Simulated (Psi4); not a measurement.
Pair of molecules, SMILES O with SMILES [C-]#[O+], pulled apart as rigid monomers along the line of their centres of mass from the B3LYP-D3(BJ)/def2-TZVP minimum (SMILES order as in the coordinates).
Starting geometry (charge 0, multiplicity 1):
| atom | x (Å) | y (Å) | z (Å) |
|---|---|---|---|
| O | 0.2961 | -0.4078 | -0.4556 |
| H | 0.1480 | -0.3008 | 0.4915 |
| H | 0.3642 | 0.4860 | -0.8054 |
| C | -0.0413 | -0.0957 | 2.7991 |
| O | -0.0914 | -0.0945 | 3.9210 |

Level of theory: SAPT0/jun-cc-pV(D+d)Z in Psi4.

```csv
H2···C4 (Å),electrostatics (kcal/mol),exchange (kcal/mol),induction (kcal/mol),dispersion (kcal/mol),total
2.09,-4.39,7.59,-1.88,-1.50,-0.17
2.32,-2.66,3.44,-0.90,-0.90,-1.02
2.67,-1.42,1.03,-0.32,-0.45,-1.16
3.25,[?],0.13,-0.07,[?],-0.72
4.18,-0.22,0.00,-0.01,-0.04,-0.27
```

Problem. What belongs in the gaps?

Solution. 
- 3.25, electrostatics (kcal/mol): -0.61
- 3.25, dispersion (kcal/mol): -0.16
